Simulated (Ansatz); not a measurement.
System: Si$_{2}$NH$_{6}$, charge 0, multiplicity 2. SMILES: [SiH2][SiH2]N
Geometry: optimised at B3LYP-D3(BJ)/def2-TZVP (Ansatz, an electronic-structure program).

Quantity: size of the dipole moment, in D. Set-up: UHF or UKS for open shells; 6-31G* and kin with 6d, 5d where marked; spin-orbit terms left out; 6-311+G** with 5d, 6d on Na to Ar in Ansatz; LANL2DZ with its own core potentials from Na on; no dispersion term unless named; non-relativistic. Ab initio and DFT rows: single points at B3LYP-D3(BJ) geometries (Ansatz).

```
level            program  size of the dipole moment (D)
---------------  -------  -----------------------------
B3LYP/STO-3G      Ansatz                           0.72
B3LYP/3-21G       Ansatz                           1.75
B3LYP/LANL2DZ     Ansatz                           1.46
B3LYP/6-31G       Ansatz                           1.57
B3LYP/6-31G*      Ansatz                           1.65
B3LYP/6-31+G*     Ansatz                           1.44
B3LYP/6-31G**     Ansatz                           1.62
B3LYP/def2-SVP    Ansatz                           1.60
B3LYP/cc-pVDZ     Ansatz                           1.59
B3LYP/6-311+G**   Ansatz                           1.35
```

No value to compare with is used here. The 10 habitual levels span 0.72 (B3LYP/STO-3G) to 1.75 D (B3LYP/3-21G).

The sets are all those run for this method; left out are runs that failed, that the program found above a lower state of the same kind, or whose <S^2> lies over 0.5 above the pure value.
